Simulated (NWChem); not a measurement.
# C$_{3}$H$_{9}$B; SMILES CB(C)C

```xyz
13

B      0.0069     0.0029    -0.0303
C      1.1627     1.0694     0.0472
H      2.0704     0.7918    -0.5108
H      1.4632     1.1095     1.1136
H      0.8595     2.0923    -0.2241
C      0.3393    -1.5348    -0.1106
H     -0.4102    -2.1106    -0.6773
H      0.2767    -1.9172     0.9276
H      1.3463    -1.7787    -0.4806
C     -1.4953     0.4705     0.0250
H     -2.2062    -0.2953     0.3713
H     -1.7691     0.6974    -1.0253
H     -1.6550     1.4060     0.5838
```
Atoms are numbered in this order, from 1.

Results from NWChem. Pople sets run with spherical d functions. The geometry was optimised at PBE0/def2-SVP. GIAO values for the isolated, static molecule; σ is the absolute isotropic shielding.

Q: Taking PBE0/def2-TZVP as the yardstick, which of these has the fewest basis functions while keeping “σ H11 (rotor mean) (ppm)” within 0.2 ppm of it: PBE0/6-311G**; PBE0/def2-SVP; PBE0/IGLO-II; PBE0/6-31G*?

A: PBE0/def2-SVP.
```json
[
 {"level": "PBE0/6-31G*", "basis functions": "74", "σ H11 (rotor mean) (ppm)": "31.07", "relative time (rough)": "1"},
 {"level": "PBE0/def2-SVP", "basis functions": "101", "σ H11 (rotor mean) (ppm)": "30.53", "relative time (rough)": "2"},
 {"level": "PBE0/6-311G**", "basis functions": "126", "σ H11 (rotor mean) (ppm)": "30.74", "relative time (rough)": "3"},
 {"level": "PBE0/IGLO-II", "basis functions": "142", "σ H11 (rotor mean) (ppm)": "30.84", "relative time (rough)": "4"},
 {"level": "PBE0/def2-TZVP", "basis functions": "178", "σ H11 (rotor mean) (ppm)": "30.68", "relative time (rough)": "9"}
]
```

The yardstick is one finite set, not the basis-set limit.
